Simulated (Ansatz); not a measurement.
Ansatz (an electronic-structure program) input:

Ansatz 0.2 input:
```yaml
crystal:
  periodic: [false, false, false]
  atoms:
    - {symbol: Be, position_ang: [-0.90991514, -0.52635867, -0.69382244]}
    - {symbol: C, position_ang: [0.30786388, 0.17809004, 0.23475032]}
    - {symbol: H, position_ang: [0.86726306, -0.57499595, 0.80022571]}
    - {symbol: H, position_ang: [-0.10131557, 0.89286335, 0.95689965]}
    - {symbol: H, position_ang: [1.02652982, 0.71902706, -0.39033749]}
basis:
  gaussian:
    orbitals: def2-TZVPD
hamiltonian:
  xc: {name: BHLYP}
total_charge: 1
```

Problem. Predict the final energy.

Solution. -54.28473 Eh (BHLYP/def2-TZVPD). The basis has 86 functions.

This state (charge 1, singlet) is run at the relaxed geometry of the species with charge 0 and multiplicity 2.
